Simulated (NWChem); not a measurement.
PtCl4 (charge -2); SMILES [Cl][Pt-2]([Cl])([Cl])[Cl]

Not confirmed as a minimum by frequencies. The highest occupied level is positive, so the extra electron may be held by the finite basis. B3LYP is NWChem's, with the RPA form of VWN correlation. def2 effective core potentials on Pt; no spin-orbit coupling.

Give the equilibrium geometry at B3LYP/def2-SVPD with def2 effective core potentials on Pt (NWChem) as a list of bonds and angles, with the point group.

point group D4h; any orientation.
Bonds (Å): Pt1–Cl2 2.410, Pt1–Cl3 2.410, Pt1–Cl4 2.410, Pt1–Cl5 2.410. Bond angles (°): Cl2–Pt1–Cl3 90.0, Cl2–Pt1–Cl4 180.0, Cl2–Pt1–Cl5 90.0, Cl3–Pt1–Cl4 90.0, Cl3–Pt1–Cl5 180.0, Cl4–Pt1–Cl5 90.0.
